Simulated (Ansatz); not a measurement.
Ansatz (a quantum-chemistry and plane-wave program) input (BLYP/def2-TZVPD):

Ansatz 0.2 input:
```yaml
crystal:
  periodic: [false, false, false]
  atoms:
    - {symbol: C, position_ang: [2.25953482, 0.30906947, -0.14720456]}
    - {symbol: C, position_ang: [0.92849161, -0.14888936, 0.15010938]}
    - {symbol: O, position_ang: [0.67329785, -1.10123774, 0.86705147]}
    - {symbol: O, position_ang: [-0.04942974, 0.57841093, -0.44346292]}
    - {symbol: Si, position_ang: [-1.66396090, 0.14862107, -0.17878239]}
    - {symbol: H, position_ang: [3.09227468, -0.22001664, 0.28936318]}
    - {symbol: H, position_ang: [2.42243741, 1.16023551, -0.79053426]}
    - {symbol: H, position_ang: [-1.92809864, -1.21217859, -0.68302122]}
    - {symbol: H, position_ang: [-2.00406935, 0.26476031, 1.25182559]}
    - {symbol: H, position_ang: [-2.40619505, 1.14803813, -0.97081718]}
basis:
  gaussian:
    orbitals: def2-TZVPD
hamiltonian:
  xc: {name: BLYP}
magnetization: {spin_polarized: true, initial_magnetization: 1}
output: {forces: true}
```

Output:

```
Functional definition: BLYP
integrals: 0.17 GiB planned
1246 factors; their error is unknown
0.41 GiB of the device are held for the grids
1.31 GiB of device memory are held for the factors and their scratch space
mean field: 1.41 GiB planned
mean field evaluation 1: about -14118.4262 eV, gradient 5.2e1 eV
mean field evaluation 2: about -14073.1202 eV, gradient 1.1e2 eV
mean field evaluation 4: about -14127.6490 eV, gradient 1.2e1 eV
mean field evaluation 8: about -14128.1311 eV, gradient 3.3e-1 eV
mean field evaluation 16: about -14128.0980 eV, gradient 1.1e-3 eV
mean field evaluation 32: about -14125.6941 eV, gradient 1.6e-5 eV
mean field -14128.09799155 eV, -519.1980248208 hartree, gradient 3.2e-5 eV, S^2 0.754374; 3 other end points of the search recorded, 0 dependent functions left out
the calculation of the forces begins
reference -14128.09839755 eV, -519.1980397410 hartree; 24, 23 occupied and 218, 219 virtual orbitals, 1246 factors
Total energy: -14128.09839755 eV, -519.1980397410 hartree
Atom 0 at     2.259535     0.309069    -0.147205 Å, force     0.059669     0.040058    -0.028235 eV/Å
Atom 1 at     0.928492    -0.148889     0.150109 Å, force     0.575126     0.394442    -0.278510 eV/Å
Atom 2 at     0.673298    -1.101238     0.867051 Å, force    -0.229254    -0.986197     0.743799 eV/Å
Atom 3 at    -0.049430     0.578411    -0.443463 Å, force    -0.140128     0.571581    -0.441811 eV/Å
Atom 4 at    -1.663961     0.148621    -0.178782 Å, force    -0.356716    -0.073776     0.042310 eV/Å
Atom 5 at     3.092275    -0.220017     0.289363 Å, force     0.192213    -0.099994     0.083876 eV/Å
Atom 6 at     2.422437     1.160236    -0.790534 Å, force     0.070864     0.187646    -0.140454 eV/Å
Atom 7 at    -1.928099    -1.212179    -0.683021 Å, force    -0.045490    -0.146811    -0.055166 eV/Å
Atom 8 at    -2.004069     0.264760     1.251826 Å, force    -0.053691     0.012624     0.153701 eV/Å
Atom 9 at    -2.406195     1.148038    -0.970817 Å, force    -0.072595     0.100427    -0.079510 eV/Å
Dipole moment:     0.152088     0.288387    -0.214165 e Å
```

It need not be the lowest isomer of its formula.
